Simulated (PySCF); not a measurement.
# LaF at RHF

Level: RHF. basis La x2c-TZVPPall, F x2c-TZVPPall; spin-free X2C with a Gaussian nucleus; PySCF 2.14.

```json
{"state": "singlet, about 0.1 electrons in the 4f shell (Mulliken)", "bond length": "2.058 Å", "harmonic wavenumber": "565 cm⁻¹", "force constant": "3.14 mdyn/Å", "rotational constant Be": "0.2381 cm⁻¹", "anharmonicity ωexe": "1.93 cm⁻¹", "vibration–rotation constant αe": "0.00113 cm⁻¹", "HOMO–LUMO gap": "5.55 eV", "bond order (Mayer)": "0.82", "dipole moment (positive dipole means La(−)F(+))": "-1.60 D"}
```

Spin–orbit coupling is left out, which matters for elements this heavy, above all for dissociation energies. Hartree–Fock leaves out correlation, which carries a large part of most bond energies and some tenths to 1 eV of ionisation energies.
